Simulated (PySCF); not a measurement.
**Pb⁷⁶⁺ (lead, charge +76) across methods**

[He] 2s2 2p2, high-spin 3P determinant. All numbers are calculated (PySCF 2.14, the spin-free X2C one-electron Hamiltonian (Gaussian nucleus), in an even-tempered Gaussian basis (18 s from 59 bohr⁻², ratio 2.2; 13 p from 76 bohr⁻², ratio 2.2; 5 d from 280 bohr⁻², ratio 2.4; 5 f from 420 bohr⁻², ratio 2.4; 4 g from 630 bohr⁻², ratio 2.4)).

| method | E (hartree) | mean ε 2s α (eV) | mean ε 2s β (eV) | mean ε 2p α (eV) | Σ⟨r²⟩ (bohr²) | ⟨S²⟩ |
| --- | --- | --- | --- | --- | --- | --- |
| PBE0 | -10844.85 | -23782.3 | -23688.8 | -21774.7 | 0.01888 | 2.000 |
| MN15 | -10858.10 | -23717.1 | -23718.2 | -21726.6 | 0.01887 | 2.000 |
| LDA | -10833.89 | -23711.7 | -23634.4 | -21714.6 | 0.01890 | 2.000 |
| r2SCAN | -10844.82 | -23754.7 | -23662.3 | -21749.3 | 0.01888 | 2.000 |
| PBE | -10845.21 | -23729.3 | -23653.5 | -21726.1 | 0.01889 | 2.000 |
| UHF | -10843.57941 | -23940.2 | -23792.7 | -21919.5 | 0.01888 | 2.000 |
| M06 | -10845.47 | -23786.8 | -23695.2 | -21774.4 | 0.01888 | 2.000 |

Spin-orbit coupling is strong in this species (close to jj coupling), so the high-spin LS determinant is a model state, not a physical level.
